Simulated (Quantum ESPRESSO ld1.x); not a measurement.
Values are calculated unless marked as measured or tabulated.
Question: Species: Zn+. Configuration: [Ar] 3d10 4s1. Code: ld1.x of Quantum ESPRESSO 7.5. Model: Dirac Kohn-Sham, PW86 exchange with PBE correlation, spin-unpolarised, spherical densities, point nucleus. Some entries of the table are withheld. Estimate them.

| orbital | occ. | eigenvalue (hartree) | <r^2> (bohr^2) |
|---|---|---|---|
| 1s1/2 | 2 | (1) | (2) |
| 2s1/2 | 2 | -42.9202 | 0.06021 |
| 2p1/2 | 2 | (3) | 0.04713 |
| 2p3/2 | 4 | (4) | 0.04866 |
| 3s1/2 | 2 | -5.11730 | (5) |
| 3p1/2 | 2 | -3.50150 | 0.5893 |
| 3p3/2 | 4 | -3.38940 | 0.6074 |
| 3d3/2 | 4 | -0.73400 | 1.074 |
| 3d5/2 | 6 | -0.72089 | 1.094 |
| 4s1/2 | 1 | -0.52337 | 6.553 |
| 4p1/2 | 0 | -0.29463 | (6) |
| 4p3/2 | 0 | -0.28999 | (7) |
| 5s1/2 | 0 | -0.13150 | 47.56 |

Answer: 
(1) 1s1/2 eigenvalue (hartree): -350.453
(2) 1s1/2 <r^2> (bohr^2): 0.003402
(3) 2p1/2 eigenvalue (hartree): -37.8184
(4) 2p3/2 eigenvalue (hartree): -36.9410
(5) 3s1/2 <r^2> (bohr^2): 0.5353
(6) 4p1/2 <r^2> (bohr^2): 11.04
(7) 4p3/2 <r^2> (bohr^2): 11.31
